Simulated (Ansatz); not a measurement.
ZnS, closed-shell singlet (the spin of the measured ground state), most abundant isotopes (63.9291 and 31.9721 u). Constants from fifth-degree fits in 1/R to seven points on the lowest solution found; no spin–orbit coupling, no relativity up to Kr; ω_e x_e and α_e move by some per cent with the fit.

Correlated levels freeze the inner cores; with def2 sets outer-core shells near the valence are correlated too. CBS: X⁻³ extrapolation of the correlation energy, Hartree–Fock from the larger set.

Run with Ansatz (a first-principles code). Values without a source in brackets are computed.

At CCSD(T)/CBS(def2-TZVPP, def2-QZVPP): B₀ = 0.18737 cm⁻¹, fundamental 455 cm⁻¹.

### Question
Taking the state as ¹Σ, work out the ideal-gas entropy and heat capacity at 298.15 K and 1 bar (rigid rotor, harmonic oscillator at the fundamental, no nuclear spin).

### Answer

Translation: S = R(1.5 ln M + 2.5 ln T − 1.1517) with M = 95.901 u gives 165.77 J/(mol K). Rotation: q = kT/(σhcB₀) = 1106.0 with σ = 1 and hc/k = 1.43878 cm K, S = R(ln q + 1) = 66.59. Vibration: u = hcν/kT = 2.198, S = R(u/(eᵘ − 1) − ln(1 − e⁻ᵘ)) = 3.26. Sum S° = 235.6 J/(mol K). C_p = 7R/2 + R u² eᵘ/(eᵘ − 1)² = 34.74 J/(mol K).

Doubts at one or more of the structures used: a restricted determinant that unrestricted orbitals would lower (CCSD(T)/CBS(def2-TZVPP, def2-QZVPP)).
